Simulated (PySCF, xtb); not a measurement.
Si(Cl)2(vinyl)(OH) (C2H4Cl2OSi), SMILES C=C[Si](O)(Cl)Cl.

GFN2-xTB (xtb) at its own geometry gives an orbital gap of 4.63 eV and a dipole moment of 1.90 D.

Geometry: TPSSh-D3(BJ)/def2-SVP. One conformer was computed; it need not be the lowest.

What does CAM-B3LYP/def2-TZVP (PySCF) give? (The exact figures need the calculation; the answer reports its results.)

gap 9.86 eV (levels -9.70 and 0.16 eV), dipole 1.35 D.
